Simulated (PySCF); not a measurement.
PySCF 2.14 output of an unrestricted r2SCAN calculation on a single atom or ion in aug-cc-pVTZ-PP with ECP10MDF (6s5p4d2f, 55 functions), with a scalar-relativistic core potential:

```
SCF conv_tol = 1e-09
number electrons alpha = 13  beta = 9
    J. W. Furness, A. D. Kaplan, J. Ning, J. P. Perdew, and J. Sun.,  J. Phys. Chem. Lett. 11, 8208-8215 (2020)
    J. W. Furness, A. D. Kaplan, J. Ning, J. P. Perdew, and J. Sun.,  J. Phys. Chem. Lett. 11, 9248-9248 (2020)
    J. W. Furness, A. D. Kaplan, J. Ning, J. P. Perdew, and J. Sun.,  J. Phys. Chem. Lett. 11, 8208-8215 (2020)
    J. W. Furness, A. D. Kaplan, J. Ning, J. P. Perdew, and J. Sun.,  J. Phys. Chem. Lett. 11, 9248-9248 (2020)
cycle= 1 E= -293.948411492445  delta_E= -0.00482  |g|= 0.0921  |ddm|= 0.545
cycle= 2 E= -293.948862100482  delta_E= -0.000451  |g|= 0.0745  |ddm|= 0.223
cycle= 3 E= -293.950090652255  delta_E= -0.00123  |g|= 0.00195  |ddm|= 0.0777
cycle= 4 E= -293.950091915672  delta_E= -1.26e-06  |g|= 0.000111  |ddm|= 0.0106
cycle= 5 E= -293.950091913004  delta_E= 2.67e-09  |g|= 3e-05  |ddm|= 0.00227
cycle= 6 E= -293.950091910878  delta_E= 2.13e-09  |g|= 4.33e-06  |ddm|= 0.000617
cycle= 7 E= -293.950091910977  delta_E= -9.9e-11  |g|= 6.28e-07  |ddm|= 0.000214
converged SCF energy = -293.950091910977  <S^2> = 6.0019404  2S+1 = 5.0007761
```

The run itself started from symmetry-adapted Hartree-Fock orbitals and held the occupation by maximum overlap, on a logarithmic radial grid, so the iterations belong to that start.

**Question.** Which element, charge and spin multiplicity is this?

**Answer.** Ge (germanium, neutral), multiplicity 5; the state was [Ar] 3d10 4s1 4p2 4d1, one real determinant (an excited configuration).

⟨L²⟩ = 7.94 against 12 for a pure F term, so this real determinant mixes terms. Energies and moments cover only the electrons outside the core potential. The outer electron is Rydberg-like, and this basis confines it to a smaller radius and binds it less than a complete one would.
